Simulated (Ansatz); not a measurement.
B8N8. Total charge 0; singlet. Geometry r2SCAN-D4/def2-SVP.

```xyz
16

B     1.4649   -1.5964    1.2903
N     1.1635   -2.6102    0.5428
N     1.1232   -0.2428    1.5382
B     1.0576    0.3237    0.1021
B     0.1606   -1.7563   -0.0576
N     0.6189   -0.5931   -0.9372
N     0.6517    1.8047   -0.0690
B     0.6518    1.9342   -1.4810
B    -0.3217    0.3383   -1.7017
N     0.2518    1.3489   -2.5648
B    -0.3956   -0.3382    1.5834
N    -1.0709   -1.3871    0.7354
N    -1.2990    0.8027    1.4037
B    -0.8068    1.4471    0.1820
B    -1.7052   -0.1467    0.3134
N    -1.5448    0.6711   -0.8801
```

Single mean-field runs in def2-TZVP are fitted with def2-universal-jkfit.

Estimate the orbital energies around the gap (eV) in Ansatz with HF/STO-3G, PBE-D4/def2-TZVP, PBE0-D4/def2-SVP, PBE0-D4/def2-TZVP, ωB97M-V/def2-TZVP.


```csv
orbital,HF/STO-3G,PBE-D4/def2-TZVP,PBE0-D4/def2-SVP,PBE0-D4/def2-TZVP,ωB97M-V/def2-TZVP
HOMO−13,-14.15,-11.02,-12.61,-12.59,-14.97
HOMO−12,-13.48,-10.36,-11.91,-11.90,-14.29
HOMO−11,-12.92,-10.12,-11.62,-11.59,-13.92
HOMO−10,-12.57,-9.82,-11.33,-11.30,-13.61
HOMO−9,-12.10,-9.52,-10.94,-10.97,-13.34
HOMO−8,-11.80,-9.01,-10.48,-10.50,-12.92
HOMO−7,-10.84,-8.45,-9.87,-9.87,-12.20
HOMO−6,-10.32,-8.08,-9.43,-9.47,-11.80
HOMO−5,-10.24,-7.99,-9.35,-9.38,-11.72
HOMO−4,-9.51,-7.66,-8.99,-9.03,-11.38
HOMO−3,-9.21,-7.33,-8.66,-8.71,-11.01
HOMO−2,-8.96,-7.28,-8.55,-8.55,-10.84
HOMO−1,-8.77,-6.98,-8.23,-8.23,-10.53
HOMO,-8.73,-6.81,-8.04,-8.07,-10.35
LUMO,3.82,-3.88,-2.89,-2.98,-0.94
LUMO+1,4.86,-3.38,-2.30,-2.43,-0.51
LUMO+2,4.99,-3.07,-1.99,-2.08,-0.07
LUMO+3,6.57,-2.20,-1.10,-1.20,0.66
LUMO+4,6.85,-1.94,-0.87,-0.92,0.93
LUMO+5,8.20,-1.44,-0.28,-0.42,1.37
```
